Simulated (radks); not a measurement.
Problem. The mean radii <r> (bohr) of the occupied orbitals of an atom or ion are listed with their occupations. Method: scalar-relativistic Kohn-Sham, r2SCAN, spin-polarised, spherical densities, finite nucleus; meta-GGA in the generalised Kohn-Sham scheme; Fermi nuclear charge, rms radius of each element as measured or else 0.836 A^(1/3) + 0.57 fm; computed with a radial shooting solver on a logarithmic mesh with Libxc functionals.

orbital  occ.      <r>
1s          2  0.04275
2s          2   0.1893
2p          6   0.1654
3s          2   0.5494
3p          6   0.5618
3d         10   0.5823
4s          2    1.469

Name the element and its charge. Open shells, if any, are filled with parallel spins first.

Solution. Z = 35, bromine, charge +5: Br5+ in [Ar] 3d10 4s2. The 1s radius gives Z: for a bare nucleus <r> = (2 gamma + 1)/(2Z) with gamma = sqrt(1 - (Z/c)^2), 0.04191 bohr for Z = 35, and screening makes it slightly larger (0.04275 here). The occupations add up to 30, and the charge is Z minus that.
